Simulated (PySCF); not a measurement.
Al(Cl)(Me)(NCO) (C2H3AlClNO), SMILES [CH3][Al]([Cl])[N]=C=O.

Coordinates come from a PBE-D3(BJ)/def2-SVP optimisation. The structure was generated by enumeration; whether it is a known compound was not checked. Other conformers were not sampled.

The numbers are results of IEF-PCM-ωB97X/def2-SVP in PySCF, not measurements.

The values are the electrostatic part of the solvation free energy, E(continuum) − E(gas) at the gas-phase geometry, in a cavity of scaled van der Waals radii (PySCF's table); cavitation and dispersion terms are not included. A continuum can't describe solvent molecules that bind to the metal. In vacuum the orbital gap is 11.80 eV. The dipole moment in vacuum is 2.66 D.

Computed values in water (ε = 78.36), acetonitrile (ε = 35.69), 2-propanol (ε = 19.26):
| solvent | ε | ΔG(elec) (kcal/mol) | dipole (D) | gap (eV) |
|---|---|---|---|---|
| water | 78.36 | -6.7 | 3.29 | 12.27 |
| acetonitrile | 35.69 | -6.5 | 3.27 | 12.26 |
| 2-propanol | 19.26 | -6.3 | 3.25 | 12.24 |
